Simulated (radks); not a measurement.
All-electron atom: Zr10+ in [Ar] 3d10 4s2 (the NIST ground configuration). Calculated with a radial shooting solver on a logarithmic mesh with Libxc functionals: Dirac Kohn-Sham, PBE, spin-unpolarised, spherical densities, point nucleus.

Normalised radial functions P(r) = r R(r) (large component), r in bohr:

```
   r/bohr * 3s1/2, o 3d3/2 (the largest magnitude, 1.63, reaches the edge; | marks zero, & curves that meet)
  0.00303                             o  *
 0.003883                             o   *
 0.004976                             o    *
 0.006428                             o     *
 0.008237                             o      *
  0.01056                             o       *
  0.01363                             o        *
  0.01747                             o        *
  0.02239                             o        *
  0.02892                             o      *
  0.03706                             |o  *
   0.0475                             *o
  0.06135                       *     |  o
  0.07862                  *          |   o
   0.1007              *              |      o
   0.1301               *             |          o
   0.1668                     *       |              o
   0.2137                             |   *               o
   0.2761                             |                 *     o
   0.3538                             |                        o*
   0.4533                             |                      o   *
   0.5856                             |                 o *
   0.7504                             |          *o
   0.9616                             |   * o
    1.242                             |*o
    1.592                             *o
     2.04                             &
    2.635                             &
    3.377                             &
```

3s1/2: eigenvalue -581.01 eV, 2 radial nodes at r = 0.0474, 0.198 bohr, <r> = 0.456 bohr, 90 % of the charge inside 0.674 bohr. 3d3/2: eigenvalue -352.48 eV, 0 radial nodes, <r> = 0.443 bohr, 90 % of the charge inside 0.709 bohr.
